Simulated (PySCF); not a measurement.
Cl2HSi, SMILES Cl[SiH]Cl (connectivity only; charge and spin as stated), charge +1, multiplicity 1. Geometry optimised at TPSSh-D3(BJ)/def2-TZVP. The spin state was assumed, not searched. The isomer is the one that the SMILES or the coordinates give; other isomers of the formula were not compared.

TDDFT-M06-2X/def2-SVPD (PySCF 2.14.0) puts the lowest singlet excitations at 5.67, 5.84, 6.48, 7.44, 7.51, 7.52 eV.

Question: What are the lowest excitation roots from PySCF 2.14.0 with ADC(2)/aug-cc-pVDZ? (The exact figures need the calculation; the answer reports its results.)

Answer: 5.85, 6.08, 6.47, 7.53, 7.78, 7.81 eV. S1 differs by 0.18 eV (second minus first; roots are paired by order, and the bases may differ).
